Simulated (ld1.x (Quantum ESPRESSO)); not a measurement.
## How hard is this fluorine (F) ultrasoft potential?

fluorine (F), ultrasoft, made with ld1.x (Quantum ESPRESSO) 7.5 (PBE, non-relativistic). Core [He], reference 2s2 2p3 (charge +2). Waves: 2s (bound): rcut 0.55, rcutus 0.75 bohr; 2s channel at -3.85 Ry: rcut 0.55, rcutus 0.75 bohr; 2p (bound): rcut 1.50, rcutus 1.95 bohr; 2p channel at -3.2 Ry: rcut 1.50, rcutus 1.95 bohr. Local part: all-electron potential smoothed inside 1.65 bohr (lloc = -2). Core correction: none. Augmentation charge: PSQ, inside the norm-conserving radii.

The pseudo-atom Hamiltonian at the reference potential is diagonalised in spherical Bessel functions j_l(qr) that vanish at 20 bohr, with q² up to the cutoff. All-electron valence levels (Ry): 2s -4.9900, 2p -3.6021.

Q: How do the lowest levels (Ry) of each channel move with the cutoff, and are there ghosts?

A:

```
cutoff (Ry)     s #1     p #1     d #1     d #2     f #1  Σ f·Δε (mRy)
          8  -4.6844  -3.4815  -0.5412  -0.2816  -0.2551         973.2
         12  -4.9036  -3.5768  -0.5432  -0.2824  -0.2551         248.9
         15  -4.9479  -3.5960  -0.5435  -0.2826  -0.2551         102.5
         21  -4.9771  -3.6016  -0.5437  -0.2826  -0.2551          27.5
         30  -4.9779  -3.6019  -0.5437  -0.2826  -0.2551          24.8
         40  -4.9826  -3.6021  -0.5437  -0.2826  -0.2551          15.1
         45  -4.9845  -3.6021  -0.5437  -0.2826  -0.2551          11.3
         55  -4.9880  -3.6021  -0.5437  -0.2826  -0.2551           4.1
         70  -4.9895  -3.6021  -0.5437  -0.2826  -0.2551           1.2
         80  -4.9896  -3.6021  -0.5437  -0.2826  -0.2551           1.0
        100  -4.9896  -3.6021  -0.5437  -0.2826  -0.2551           0.9
        400  -4.9901  -3.6021  -0.5437  -0.2826  -0.2551           0.0
```

Result: no extra level below or beside the all-electron valence levels (s, p, d, f tested); 10 mRy is reached at 50 Ry and 1 mRy at 80 Ry.

5 of 7 tests not solved or not reliable.
